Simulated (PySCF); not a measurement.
## P (phosphorus, neutral) across methods

[Ne] 3s1 3p3 4s1, high-spin 6S determinant (an excited configuration). Computed with PySCF 2.14 in x2c-QZVPPall with one added diffuse shell each of s, p, d, f type (10s7p5d3f1g, 86 functions), with the spin-free X2C one-electron Hamiltonian (Gaussian nucleus). The B2PLYP total includes its PT2 part (frozen core); its orbital energies are those of the SCF part.

```json
{"method": "B2PLYP", "E (hartree)": "-341.5062", "mean ε 3s α (eV)": "-24.698", "mean ε 3p α (eV)": "-13.330", "mean ε 4s α (eV)": "-2.504", "Σ⟨r²⟩ (bohr²)": "53.20", "⟨S²⟩": "8.750"}
{"method": "UHF", "E (hartree)": "-341.14493", "mean ε 3s α (eV)": "-29.131", "mean ε 3p α (eV)": "-15.924", "mean ε 4s α (eV)": "-3.229", "Σ⟨r²⟩ (bohr²)": "53.68", "⟨S²⟩": "8.750"}
{"method": "LDA", "E (hartree)": "-340.3516", "mean ε 3s α (eV)": "-19.871", "mean ε 3p α (eV)": "-10.727", "mean ε 4s α (eV)": "-1.991", "Σ⟨r²⟩ (bohr²)": "52.34", "⟨S²⟩": "8.750"}
{"method": "B3LYP", "E (hartree)": "-341.6420", "mean ε 3s α (eV)": "-21.719", "mean ε 3p α (eV)": "-11.675", "mean ε 4s α (eV)": "-2.133", "Σ⟨r²⟩ (bohr²)": "52.79", "⟨S²⟩": "8.750"}
{"method": "LC-wPBE", "E (hartree)": "-341.5304", "mean ε 3s α (eV)": "-25.992", "mean ε 3p α (eV)": "-15.103", "mean ε 4s α (eV)": "-3.507", "Σ⟨r²⟩ (bohr²)": "53.50", "⟨S²⟩": "8.750"}
{"method": "r2SCAN", "E (hartree)": "-341.6259", "mean ε 3s α (eV)": "-21.041", "mean ε 3p α (eV)": "-11.276", "mean ε 4s α (eV)": "-1.883", "Σ⟨r²⟩ (bohr²)": "53.36", "⟨S²⟩": "8.750"}
{"method": "wB97X-V", "E (hartree)": "-341.5657", "mean ε 3s α (eV)": "-25.187", "mean ε 3p α (eV)": "-14.462", "mean ε 4s α (eV)": "-3.348", "Σ⟨r²⟩ (bohr²)": "53.16", "⟨S²⟩": "8.750"}
{"method": "PBE0", "E (hartree)": "-341.5104", "mean ε 3s α (eV)": "-22.428", "mean ε 3p α (eV)": "-12.176", "mean ε 4s α (eV)": "-2.291", "Σ⟨r²⟩ (bohr²)": "53.05", "⟨S²⟩": "8.750"}
```

Problem. Estimate the same row for PBE.

Solution. E (hartree) = -341.4787; mean ε 3s α (eV) = -19.993; mean ε 3p α (eV) = -10.753; mean ε 4s α (eV) = -1.878; Σ⟨r²⟩ (bohr²) = 52.84; ⟨S²⟩ = 8.750.

The outer electron is Rydberg-like, and this basis confines it to a smaller radius and binds it less than a complete one would.
